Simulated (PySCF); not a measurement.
Stepwise substitution at one centre (Al CH3-NH2). Isolated molecules, 0 K electronic values unless said otherwise. Strings in code marks are SMILES.

All values below come from TPSSh-D3(BJ)/def2-TZVP // B3LYP-D3(BJ)/def2-TZVP (PySCF). Excitations are Tamm–Dancoff values on a coarser integration grid. The basis has no diffuse functions, so Rydberg states are missing or too high.

```tsv
species	brightest of the four lowest singlets (TDA) (eV)	S1 excitation (TDA) (eV)	S1 oscillator strength	HOMO–LUMO gap (eV)
0 of 3 CH3 replaced by NH2	6.63	5.59	0.000	6.20
1 of 3 CH3 replaced by NH2	6.68	6.05	0.059	6.50
2 of 3 CH3 replaced by NH2 (`[NH2][Al]([CH3])[NH2]`)	6.26	5.51	0.000	6.03
3 of 3 CH3 replaced by NH2	6.39	5.43	0.004	5.94
```
